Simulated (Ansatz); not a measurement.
`C[O][Al]([OH])[OH]`, charge 0, multiplicity 1.

**Question.** Give a relaxed structure at PBE0-D4/def2-TZVP (Ansatz). (Estimate.)

**Answer.** Ansatz gave: 
Cartesian coordinates in Å:
```
C -0.541 -0.185 1.738
O 0.224 -0.541 0.623
Al 0.349 0.039 -0.947
O 1.421 -0.672 -2.041
O -0.608 1.345 -1.427
H -1.207 0.662 1.538
H 0.114 0.086 2.572
H -1.157 -1.034 2.056
H 1.977 -1.412 -1.804
H -0.573 1.711 -2.308
```
Point group Cs.
This is one stationary point; other conformers may exist.
